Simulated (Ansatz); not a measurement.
This geometry of CH₂NTe (5 atoms, charge 0, multiplicity 2) is a first-order saddle point.

These are results of UKS B3LYP/def2-SVP in Ansatz, not measurements.

```xyz
5
Properties=species:S:1:pos:R:3
C -0.555 0.214 -0.278
N 0.504 -0.196 0.252
Te 2.150 -0.829 1.078
H -1.470 -0.410 -0.318
H -0.629 1.222 -0.733
```

Which two structures does it join? (They come from a converged band through this point; their orientation in space is the band's.)

No bond is made or broken. The dihedral H5–C1–N2–Te3 changes from 180 to 0° by way of a nearly straight angle C1–N2–Te3 (up to 180°), not by a turn about the bond. The two ends are copies of one structure, up to a mirror image or an exchange of like atoms.

Image 0:

```xyz
5
Properties=species:S:1:pos:R:3
C -0.433 0.345 -0.292
N 0.703 0.091 0.198
Te 1.622 -1.411 1.145
H -1.291 -0.353 -0.286
H -0.601 1.328 -0.765
```

Image 8:

```xyz
5
Properties=species:S:1:pos:R:3
C -0.585 0.046 -0.217
N 0.394 -0.514 0.351
Te 2.294 -0.093 0.813
H -1.538 -0.505 -0.305
H -0.565 1.066 -0.642
```

How far does it lie above each of them?

3.0 kcal/mol above the first and 3.0 kcal/mol above the second. This is the barrier of this one path; another mechanism may lie lower.

The run took 9 min on 1 thread of Intel(R) Xeon(R) Processor @ 2.70GHz (shared host), peak memory 0.18 GiB.
